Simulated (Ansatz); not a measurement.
CH₁₀N₂Si₂, SMILES `CN[SiH2][SiH2]N`. The species carries charge 0 and has multiplicity 1.

```xyz
15

C     0.2364   -2.0160    0.3225
N     1.0192   -1.2751   -0.6453
Si    0.5216    0.2302   -1.3124
Si   -0.0002    1.7625    0.3844
N    -1.4398    1.2305    1.1894
H    -0.2966   -1.3179    0.9734
H     0.8823   -2.6265    0.9605
H    -0.5125   -2.6776   -0.1337
H     1.6104   -1.8595   -1.2152
H     1.6475    0.7323   -2.1481
H    -0.6781    0.1528   -2.2164
H    -0.0867    3.1273   -0.2306
H     1.0720    1.8311    1.4151
H    -1.7313    1.7061    2.0298
H    -2.2442    0.9998    0.6266
```

(1) Give the diagnostics of a CCSD(T)/def2-TZVPP run (frozen core, Ansatz). (Best estimate.)

Answers

(1) Ansatz gave: T1 = 0.0108, largest single amplitude 0.010, largest double 0.012, (T) share of the correlation energy 3.6 %, 9 CCSD cycles. The RHF solution is stable towards an unrestricted one. T1 lies under the customary mark of 0.02 for closed shells.
